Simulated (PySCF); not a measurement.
B(OH)(OMe)2 (C₂H₇BO₃), SMILES O(C)B(OC)O.

Geometry: PBE0-D3(BJ)/def2-SVP. One conformer was computed; it need not be the lowest.

Calculation: PySCF with PBE/def2-TZVP.

Gas-phase values at a fixed geometry.

| Quantity | Value |
|---|---|
| total energy | -330.82772 hartree |
| highest occupied level | -6.57 eV |
| lowest empty level | 0.07 eV |
| orbital gap | 6.65 eV |
| dipole moment | 0.24 D |
| quadrupole, principal values (traceless, Buckingham form, about the centre of nuclear charge) | -2.37, -0.25, 2.62 D·Å |
| mean static polarisability | 51.7 bohr³ (7.66 Å³) |
| polarisability, principal values | 41.6, 52.2, 61.1 bohr³ |
